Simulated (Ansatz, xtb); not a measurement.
## C5H13B: which of two isomers lies lower

Structure a: `CBCC(C)C`, a singlet. Structure b: `CBC(C)(C)C`, a singlet. Both are isolated molecules in the gas phase, relaxed with B3LYP-D3(BJ)/def2-SVP; each stands in its lowest conformer found.

a (Å):

```json
{"atom": "C", "x (Å)": "-1.1802", "y (Å)": "2.3566", "z (Å)": "-1.0384"}
{"atom": "C", "x (Å)": "-0.2269", "y (Å)": "-0.2184", "z (Å)": "-0.5416"}
{"atom": "C", "x (Å)": "0.3853", "y (Å)": "0.1593", "z (Å)": "0.8162"}
{"atom": "C", "x (Å)": "1.6668", "y (Å)": "0.9792", "z (Å)": "0.6290"}
{"atom": "C", "x (Å)": "0.6531", "y (Å)": "-1.0789", "z (Å)": "1.6781"}
{"atom": "B", "x (Å)": "-0.8339", "y (Å)": "0.8902", "z (Å)": "-1.4682"}
{"atom": "H", "x (Å)": "-2.1902", "y (Å)": "2.6467", "z (Å)": "-1.3772"}
{"atom": "H", "x (Å)": "-0.4954", "y (Å)": "3.0257", "z (Å)": "-1.5977"}
{"atom": "H", "x (Å)": "-1.0734", "y (Å)": "2.5874", "z (Å)": "0.0318"}
{"atom": "H", "x (Å)": "-1.0922", "y (Å)": "0.5706", "z (Å)": "-2.6117"}
{"atom": "H", "x (Å)": "-1.1055", "y (Å)": "-0.8877", "z (Å)": "-0.3864"}
{"atom": "H", "x (Å)": "0.4721", "y (Å)": "-0.8589", "z (Å)": "-1.1137"}
{"atom": "H", "x (Å)": "-0.3434", "y (Å)": "0.7917", "z (Å)": "1.3560"}
{"atom": "H", "x (Å)": "2.4283", "y (Å)": "0.3915", "z (Å)": "0.0876"}
{"atom": "H", "x (Å)": "2.1018", "y (Å)": "1.2755", "z (Å)": "1.5972"}
{"atom": "H", "x (Å)": "1.4816", "y (Å)": "1.8976", "z (Å)": "0.0499"}
{"atom": "H", "x (Å)": "1.3727", "y (Å)": "-1.7528", "z (Å)": "1.1817"}
{"atom": "H", "x (Å)": "-0.2707", "y (Å)": "-1.6533", "z (Å)": "1.8554"}
{"atom": "H", "x (Å)": "1.0748", "y (Å)": "-0.8066", "z (Å)": "2.6595"}
```

b (Å):

```xyz
19

C    -1.4321    1.0793   -0.8654
C     0.2484   -0.9655    0.0035
C     1.6335   -1.4717   -0.4340
C    -0.8300   -1.9828   -0.4015
C     0.2357   -0.7937    1.5467
B    -0.0248    0.5110   -0.4911
H    -2.2933    0.5131   -0.4794
H    -1.5549    2.1502   -0.6393
H    -1.4786    1.0025   -1.9732
H     0.9329    1.2550   -0.5624
H     1.8547   -2.4581    0.0115
H     1.6931   -1.5856   -1.5293
H     2.4315   -0.7762   -0.1297
H    -0.6169   -2.9763    0.0306
H    -1.8316   -1.6828   -0.0560
H    -0.8790   -2.1043   -1.4964
H     0.9993   -0.0763    1.8897
H    -0.7450   -0.4520    1.9169
H     0.4517   -1.7627    2.0313
```

Q: Estimate which is lower in electronic energy at CCSD(T)/def2-SVP + ΔMP2/def2-TZVPP, and by roughly how much.

A: The CCSD(T)/def2-SVP + ΔMP2/def2-TZVPP calculation puts structure a lower, by 1.13 kcal/mol.

Level by level:

| level | geometry | E(b) − E(a) (kcal/mol) | departure from the last row (kcal/mol) | job, with rough time for the two |
| --- | --- | --- | --- | --- |
| GFN2-xTB | GFN2-xTB | +2.27 | +1.14 | optimisation, 0.27 s |
| HF/STO-3G | GFN2-xTB | +2.75 | +1.61 | single point, 0.38 s |
| r2SCAN-D4/def2-SVP | GFN2-xTB | +3.01 | +1.88 | single point, 3.7 s |
| B3LYP-D3(BJ)/def2-SVP | B3LYP-D3(BJ)/def2-SVP | +2.55 | +1.42 | optimisation, 2 min |
| HF/def2-SVP | B3LYP-D3(BJ)/def2-SVP | +3.57 | +2.44 | part of the CCSD(T) run |
| MP2/def2-SVP | B3LYP-D3(BJ)/def2-SVP | +1.33 | +0.20 | part of the CCSD(T) run |
| CCSD(T)/def2-SVP | B3LYP-D3(BJ)/def2-SVP | +1.66 | +0.52 | single point |
| CCSD(T)/def2-SVP + ΔMP2/def2-TZVPP | B3LYP-D3(BJ)/def2-SVP | +1.13 |  | single point, 72 s |

As drawn, both hold the same kinds of bond in the same numbers. Structure a has 3 methyl groups, b 4.

None of the levels shown reverses the order. The largest departure from CCSD(T)/def2-SVP + ΔMP2/def2-TZVPP is that of HF/def2-SVP, 2.44 kcal/mol. The last row adds to CCSD(T) the change of the MP2 difference between the two basis sets, here −0.52 kcal/mol.

With thermal terms from frequencies at re-optimised GFN2-xTB minima (ideal gas, soft modes damped towards free rotors, one conformer each, 298.15 K, 1 atm): on the last row, ΔE + ΔZPE = +0.93, ΔH = +1.12, ΔG = +1.02 kcal/mol.

The correlated steps freeze 6 core orbitals. Run with Ansatz 0.2.0, xtb 6.7.1; the last row on 4 threads of Arm Neoverse V1 on a shared host.
